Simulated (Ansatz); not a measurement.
Geometry optimisation, RKS B3LYP/6-31G* (Ansatz 0.2.0).

input.yaml

```yaml
crystal:
  periodic: [false, false, false]
  atoms:
    - { symbol: Al, position_ang: [-0.493898, -1.371239, 0.908202] }
    - { symbol: O, position_ang: [1.275705, -1.43217, 0.520112] }
    - { symbol: O, position_ang: [-1.454827, -2.593844, 0.223501] }
    - { symbol: O, position_ang: [-1.084102, -0.289948, 2.083606] }
    - { symbol: H, position_ang: [1.026822, 0.193505, -1.037764] }
    - { symbol: O, position_ang: [0.255293, 0.673198, -1.383234] }
    - { symbol: C, position_ang: [0.442348, 2.05376, -1.09266] }
    - { symbol: H, position_ang: [1.509293, -2.233464, 0.026412] }
    - { symbol: H, position_ang: [-2.41754, -2.604056, 0.286887] }
    - { symbol: H, position_ang: [-0.481344, 0.312286, 2.538884] }
    - { symbol: H, position_ang: [-0.469539, 2.572763, -1.397733] }
    - { symbol: H, position_ang: [0.605, 2.241086, -0.021222] }
    - { symbol: H, position_ang: [1.28669, 2.478123, -1.65499] }
basis:
  gaussian: { orbitals: "6-31G*" }
hamiltonian:
  xc: b3lyp
relax:
  f_tol: 0.03
  max_steps: 50
```

Launched with:

```bash
$ ansatz run input.yaml --threads 2 --pin off --max-ram 3072MiB --backend cpu --events-out ev --progress --plain --runs-dir out
```

Question: Where does it end, and by what steps?

Answer: It converged. After 13 steps the energy has fallen by 0.831 eV; H11 moved furthest, 0.85 Å. Joined: Al1–O6 (3.16 → 1.98 Å).

```
step  energy less start (eV)  largest force component (eV/Å)  accepted
   0                  0.0000                           1.809       yes
   1                 -0.1988                           0.961       yes
   2                 -0.3782                           0.538       yes
   3                 -0.5875                           0.432       yes
   4                 -0.7083                           0.409       yes
   5                 -0.7643                           0.357       yes
   6                 -0.7954                           0.457       yes
   7                 -0.8108                           0.691       yes
   8                 -0.8248                           0.125       yes
   9                 -0.8260                           0.224       yes
  10                 -0.8290                           0.084       yes
  11                 -0.8304                           0.041       yes
  12                 -0.8299                           0.075        no
  13                 -0.8308                           0.013       yes
```

```xyz
13
Properties=species:S:1:pos:R:3
Al -0.251 -0.919 0.433
O 1.402 -1.484 0.504
O -1.401 -2.026 -0.224
O -0.793 0.220 1.626
H 1.267 0.048 -0.987
O 0.327 0.318 -0.997
C 0.186 1.755 -0.873
H 1.558 -2.436 0.487
H -2.312 -1.951 0.086
H -0.375 0.183 2.495
H -0.879 1.964 -0.963
H 0.540 2.093 0.102
H 0.731 2.236 -1.688
```

Whether the end is a true minimum wasn't checked by a vibrational analysis.

Time of the run: 21 s on 2 threads of AMD EPYC 9R45 96-Core Processor (Zen 5), with other jobs on the host, peak memory 0.26 GiB.
